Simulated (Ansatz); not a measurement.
Reaction (cleavage of the Ga–Si bond): `[SiH3][Ga]([Cl])[Cl]` + CH₃NH₂ → `C[NH][Ga]([Cl])[Cl]` + SiH₄

Gas-phase electronic energies from Ansatz, PBE0-D4/def2-TZVP geometries. CCSD(T)/CBS adds triple-zeta CCSD(T) − MP2 to the extrapolated MP2 energy (def2 sets, frozen cores). This one scheme is used for every species. DFT in def2-TZVPP. HSE06 is defined as in plane-wave codes. For Ga outer-core shells are correlated without core-valence functions, which leaves a few kJ/mol of doubt a bond. Scalar relativity is left out up to krypton. One conformer a species, not always the lowest.

Question: Is it downhill or uphill in electronic energy at CCSD(T)/CBS, and by how much? (Best estimate.)

Answer: Computed: Downhill: ΔE = -18.2 kJ/mol.

Question: What do these levels give: HSE06-D4, PBE, revPBE, r2SCAN, r2SCAN0, CAM-B3LYP, LC-ωPBE, RPA@PBE/def2-TZVPP, HF/def2-SVP, CCSD(T)/def2-SVP, SCS-MP2/def2-TZVPP, MP2/def2-QZVPP? (Estimate.)

Answer: Ansatz gave: HSE06-D4 -2.5, PBE 3.2, revPBE 6.5, r2SCAN -9.5, r2SCAN0 -10.1, CAM-B3LYP -16.0, LC-ωPBE -14.0, RPA@PBE/def2-TZVPP -22.7, HF/def2-SVP -25.8, CCSD(T)/def2-SVP -32.1, SCS-MP2/def2-TZVPP -28.6, MP2/def2-QZVPP -26.5 kJ/mol.

Largest T1 diagnostic among the species: 0.012.

Leaving LDA and LC-ωPBE aside and taking each functional with its dispersion term where it has one, the values, not all of them listed here, spread over 18.7 kJ/mol, from CAM-B3LYP-D4 to PBE-D4. LDA lies −10.8 kJ/mol from PBE without D4. From PBE to PBE0 (25 % exact exchange), in def2-TZVPP and without D4, ΔE moves by −4.2 kJ/mol. The D4 term adds −3.3 kJ/mol with B3LYP and −1.8 kJ/mol with PBE0; it sums over pairs of atoms, weighted by their polarisabilities, and B3LYP, whose exchange is more repulsive, gets the larger term.

B3LYP here is the variant with VWN-RPA as its local correlation; programs differ in this.
